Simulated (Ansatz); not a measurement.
Two isomers of C3H6ClFSi: A = `C=C(CCl)[SiH2]F`, B = `C/C(Cl)=C(\F)[SiH3]`.

Gas-phase electronic energies from Ansatz, PBE0-D4/def2-TZVP geometries. CCSD(T)/CBS adds triple-zeta CCSD(T) − MP2 to the extrapolated MP2 energy (def2 sets, frozen cores). DFT in def2-TZVPP. B3LYP here is the variant with VWN-RPA as its local correlation; programs differ in this. One conformer a species, not always the lowest.

A:

```xyz
12

C     1.032   -0.799    0.973
C     0.150   -0.255    0.138
C    -0.836   -1.104   -0.591
Cl   -2.492   -0.425   -0.445
Si    0.145    1.586   -0.169
F     1.562    2.151    0.324
H     1.043   -1.867    1.179
H     1.785   -0.199    1.474
H    -0.870   -2.123   -0.207
H    -0.628   -1.129   -1.662
H    -0.896    2.297    0.606
H     0.006    1.866   -1.620
```

B:

```xyz
12

C     0.010   -1.820    1.085
C     0.030   -0.761    0.047
Cl    0.158   -1.305   -1.592
C    -0.039    0.555    0.239
F    -0.139    0.993    1.518
Si   -0.013    1.888   -1.087
H    -0.835   -2.495    0.925
H    -0.073   -1.373    2.075
H     0.923   -2.418    1.038
H    -0.118    3.188   -0.381
H     1.256    1.829   -1.854
H    -1.159    1.720   -2.013
```

**Question.** Which is lower in electronic energy at CCSD(T)/CBS, and by how much? (Estimate.)

**Answer.** Computed: A, by 50.5 kcal/mol.

**Question.** Give E(B) − E(A) in kcal/mol with ωB97M-V, B3LYP-D4, CCSD/def2-TZVPP, B3LYP, PBE0-D4, CCSD(T)/def2-TZVPP, PBE-D4. (An estimate is asked.)

**Answer.** Ansatz gave: ωB97M-V 47.7, B3LYP-D4 47.3, CCSD/def2-TZVPP 50.4, B3LYP 47.0, PBE0-D4 45.3, CCSD(T)/def2-TZVPP 49.4, PBE-D4 42.6. None reverses the order clearly.

Largest T1 diagnostic: 0.012.

In def2-TZVPP, CCSD(T) changes the Hartree–Fock value by −3.9 kcal/mol (the triples alone add −1.0 kcal/mol) and MP2 by −2.0 kcal/mol. From PBE to PBE0 (25 % exact exchange), in def2-TZVPP and without D4, E(B) − E(A) moves by +2.8 kcal/mol.
